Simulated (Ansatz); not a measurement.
Two isomers of C2H8BNSi: A = `C=C[SiH2]BN`, B = `C=NBC[SiH3]`.

Gas-phase electronic energies from Ansatz, PBE0-D4/def2-TZVP geometries. CCSD(T)/CBS adds triple-zeta CCSD(T) − MP2 to the extrapolated MP2 energy (def2 sets, frozen cores). DFT in def2-TZVPP. Each species was taken in one conformer, which may not be the lowest.

Which is lower in electronic energy at CCSD(T)/CBS, and by how much? (Estimate.)

Computed: A, by 4.5 kcal/mol.

Give E(B) − E(A) in kcal/mol with CCSD(T)/def2-TZVPP, HF/def2-TZVPP, CCSD/def2-TZVPP, ωB97M-V, PBE-D4, MP2/def2-TZVPP, B2PLYP. (Best estimate.)

Ansatz gave: CCSD(T)/def2-TZVPP 3.7, HF/def2-TZVPP 3.5, CCSD/def2-TZVPP 3.8, ωB97M-V 2.5, PBE-D4 1.3, MP2/def2-TZVPP 2.9, B2PLYP 2.3. None reverses the order clearly.

Largest T1 diagnostic: 0.014.

From PBE to PBE0 (25 % exact exchange), in def2-TZVPP and without D4, E(B) − E(A) moves by +1.2 kcal/mol.
